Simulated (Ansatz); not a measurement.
# One step, two centres

Ligand exchange through a proton shuttle, with the central atom changed down its group and all else kept; in the first member these bonds form or tighten: F–Si, H–H, H–O; these break or loosen: F–H, H–O, H–Si.

Gas-phase electronic energies, without zero-point energy, by CCSD(T) at an estimated basis limit (MP2 extrapolated from triple and quadruple zeta, plus CCSD(T) − MP2 in triple zeta); Ansatz 0.2.0, def2-TZVPP and QZVPP, frozen cores, core potentials past krypton, on PBE0-D4/def2-TZVP structures. Extrapolation: Hartree–Fock as exp(−7.88 √X), correlation as X^−2.97. All energies, in kcal/mol, count from the separated reactants, without counterpoise correction; the start and end structures are the complexes reached by relaxing down from the saddle, and deeper ones may exist. Brackets give SMILES, or, where every atom is bracketed, only which atoms are joined. Steps whose reference was doubtful or whose search ended elsewhere are left out.

| reactants | products | start structure | saddle | end structure | saddle by PBE0-D4/TZ |
| --- | --- | --- | --- | --- | --- |
| SiH₄ + H₂O + HF | SiH₃F ([F][SiH3]) + H₂O + H₂ | -10.59 | 24.46 | -28.99 | 16.44 |
| SnH₄ + H₂O + HF | SnH₃F ([F][SnH3]) + H₂O + H₂ | -11.56 | ? | -15.46 | 14.92 |

(1) What is the height of the saddle for SnH₄ + H₂O + HF? (Judge from chemistry; the value comes from the calculation.)

(2) How do the PBE0-D4 saddles lie against the coupled-cluster estimate?

The T1 diagnostic stays at or below 0.014. The filled d shells of Sn are correlated in sets not built for that, so values that involve them are less sure.

For scale, one of the runs: CCSD(T)/def2-TZVPP, 210 basis functions, launched by `ansatz run in.yaml --threads 4 --pin off --events-out ev --progress --plain --max-ram 9574MiB`. Hardware: 4 CPU threads of an AMD EPYC 9R45, shared host. Wall time 26 s; peak host memory 3.4 GiB.

## Answers

(1) By the calculation: 20.97 kcal/mol relative to the separated reactants, the lower of the two; above its start structure the barrier is 20.97 − (-11.56) ≈ 32.53 kcal/mol.

The saddle falls down the group: the larger centre, with longer and weaker bonds, takes on an extra partner at less cost.

(2) Both lower, by 6.05 to 8.02 kcal/mol.
